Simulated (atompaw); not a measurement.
**u(r) = r·R(r): atom against pseudo-atom (cadmium (Cd))**

Columns: radius, all-electron u(r) and pseudo u(r) of the 4s shell (level -105.92 eV) of cadmium in the configuration [Ar] 3d10 4s2 4p6 4d10 5s2 5p0; PBE, scalar-relativistic, PAW (atompaw) scheme, atompaw 4.2.0.5.

```
r (bohr)  all-electron  pseudo
   0.071        0.4048  0.2241
   0.142        0.1085  0.4416
   0.213       -0.5251  0.6460
   0.285       -0.6893  0.8338
   0.356       -0.4311  0.9946
   0.427        0.0086  1.1269
   0.498        0.4534  1.2279
   0.569        0.8137  1.2960
   0.640        1.0612  1.3309
   0.712        1.2015  1.3330
   0.783        1.2496  1.3046
   0.854        1.2314  1.2493
   0.925        1.1685  1.1721
   0.996        1.0786  1.0788
   1.067        0.9750  0.9750
   1.138        0.8675  0.8675
   1.210        0.7608  0.7608
   1.281        0.6617  0.6617
   1.352        0.5709  0.5709
   1.423        0.4894  0.4894
   1.494        0.4172  0.4172
   1.565        0.3541  0.3541
   1.637        0.2987  0.2987
   1.708        0.2518  0.2518
   1.779        0.2116  0.2116
   1.850        0.1775  0.1775
```

Task: How many radial nodes do the two functions have?

Result: The all-electron 4s function has n − l − 1 = 3 (the table is too coarse to show those close to the nucleus); the pseudo-wave has 0, since the states of the same l below it are removed with the core.

Task: At about which radius was the pseudo-wave matched?

Result: 1.05 bohr, where the columns begin to agree (steps of 0.07 bohr).

Task: Is the pseudo-wave norm-conserving?

Result: No, it belongs to a PAW set: the norm inside the radius is not constrained, and the difference is carried by the augmentation charge.
